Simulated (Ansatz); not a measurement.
Gas-phase electronic energies from Ansatz, PBE0-D4/def2-TZVP geometries. CCSD(T)/CBS adds triple-zeta CCSD(T) − MP2 to the extrapolated MP2 energy (def2 sets, frozen cores). This one scheme is used for every species. Double bonds are as drawn, so ΔE can hold a change between cis and trans. Functionals use def2-TZVPP. B3LYP here is the variant with VWN-RPA as its local correlation; programs differ in this. One conformer a species, not always the lowest.

Consider the substitution at a C–C bond: `C/C=C/CCl` + `[NH2][AlH2]` → `C/C=C\[NH][AlH2]` + `CCl`.

Task: Is it downhill or uphill in electronic energy at CCSD(T)/CBS, and by how much? (An estimate is asked.)

Result: The calculation gave: Uphill: ΔE = +21.3 kJ/mol.

Task: What do these levels give: ωB97X-V, PBE, r2SCAN, B3LYP, HF/def2-QZVPP, CCSD/CBS(def2)? (Estimate.)

Result: Computed: ωB97X-V 16.6, PBE 11.8, r2SCAN 14.2, B3LYP 15.0, HF/def2-QZVPP 21.3, CCSD/CBS(def2) 22.0 kJ/mol.

Largest T1 diagnostic among the species: 0.012.
